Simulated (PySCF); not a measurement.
## Electronic structure of Mg⁺ (magnesium, charge +1) at the UHF level

Configuration: [Ne] 3s1, 2S determinant. All numbers are calculated (PySCF 2.14, the non-relativistic Hamiltonian (point nucleus), in cc-pVTZ).

```json
{
 "Total energy": "-199.370531 hartree",
 "One-electron energy": "-275.6858 hartree",
 "Hartree (Coulomb) energy": "92.1771 hartree",
 "Exchange energy": "-15.8618 hartree",
 "Kinetic energy": "199.35623 hartree",
 "⟨S²⟩": "0.7501",
 "⟨L²⟩": "0.000",
 "Sum of ⟨r⟩": "8.589 bohr",
 "Sum of ⟨r²⟩": "14.02 bohr²",
 "Density at the nucleus (Gaussians lack the cusp)": "1070 bohr⁻³",
 "Spin density at the nucleus": "1.72 bohr⁻³",
 "Langevin diamagnetic susceptibility": "-11.1 ×10⁻⁶ cm³/mol",
 "Time after the integrals": "0.12 s of wall time on 1 thread of Neoverse-N1 (shared host)"
}
```

```tsv
shell	electrons	mean orbital energy (eV)	rms radius, mean of both spins (bohr)
1s α	1	-1343.2	0.152
1s β	1	-1343.0	0.152
2s α	1	-111.44	0.756
2s β	1	-110.98	0.756
2p α	3	-70.932	0.771
2p β	3	-70.776	0.771
3s α	1	-14.736	3.04
```
